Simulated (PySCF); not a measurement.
GeH9NSi2.
SMILES with atom numbers: `[SiH3:1][N:2]([SiH3:3])[GeH3:4]` (hydrogens: H5, H6, H7 on Si1; H8, H9, H10 on Si3; H11, H12, H13 on Ge4)

Computed by this run: PBE0-D3(BJ)/def2-SVP geometry optimisation, gas phase (PySCF); density fitting, grid level 1; the optimiser is geomeTRIC in internal coordinates, started from a GFN2-xTB structure with every atom displaced at random (about 0.01 Å).

Step 0: E = -73881.9931 eV
```
atom  x, y, z in Å  |  force x, y, z in eV/Å
Si1     0.1299    1.6764    0.5410   -0.702   0.162  -0.580
N2     -0.0349    0.0861   -0.1089    0.229  -0.553  -0.025
Si3    -1.5933   -0.6822   -0.3445    1.106   0.391   0.710
Ge4     1.4749   -0.9913    0.0126   -1.371  -0.382   0.355
H5     -0.9608    2.4860   -0.0816    0.009   0.208   0.117
H6     -0.0170    1.7066    1.9991    0.006   0.137   0.641
H7      1.4441    2.1954    0.1545    0.515   0.294  -0.036
H8     -2.4637    0.3436   -0.8665   -0.827   0.549  -0.332
H9     -1.3667   -1.7613   -1.2767   -0.083  -0.798  -0.663
H10    -2.0878   -1.2312    0.9376   -0.349  -0.163   0.210
H11     1.5532   -1.5899    1.4027    0.131  -0.185   0.482
H12     1.2986   -2.0983   -0.9771   -0.040  -0.601  -0.568
H13     2.6294   -0.1568   -0.2811    1.375   0.940  -0.310
```

**Question.** Estimate the geometry and energy of step 1. (The exact step hangs on the optimiser's Hessian estimate; all steps are aligned on step 0, rigid shifts and turns removed.)

**Answer.** E = -73882.2024 eV, largest force 0.608 eV/Å
```
atom  x, y, z in Å  |  force x, y, z in eV/Å
Si1     0.0972    1.7013    0.5322    0.198   0.118   0.280
N2     -0.0103    0.0467   -0.0298   -0.106  -0.005  -0.100
Si3    -1.5757   -0.6731   -0.3444   -0.147  -0.128  -0.029
Ge4     1.4973   -1.0467    0.0252    0.440   0.167  -0.071
H5     -0.9945    2.5459   -0.0424   -0.001  -0.117  -0.081
H6     -0.0109    1.8088    2.0303   -0.004  -0.027  -0.107
H7      1.4330    2.2651    0.1553   -0.060  -0.029  -0.035
H8     -2.5170    0.3547   -0.8967    0.120  -0.023   0.004
H9     -1.4228   -1.8063   -1.3164    0.020   0.106   0.048
H10    -2.2205   -1.2330    0.8891    0.037  -0.001  -0.004
H11     1.6796   -1.6519    1.4463   -0.027   0.075  -0.203
H12     1.3106   -2.1864   -1.0140    0.004   0.224   0.175
H13     2.7397   -0.1421   -0.3237   -0.475  -0.359   0.125
```

The energy changes by -0.2093 eV. The first-order estimate −F·Δx gives -0.6060 eV and the mean of the old and new forces, exact on a quadratic surface, -0.2213 eV. The step makes an angle of 59° with the force vector and moves no atom by more than 0.147 Å.

The cost below is that of the whole optimisation. Time: 37 s wall; peak memory 0.51 GiB. Hardware: Arm Neoverse V2, one thread, shared host.
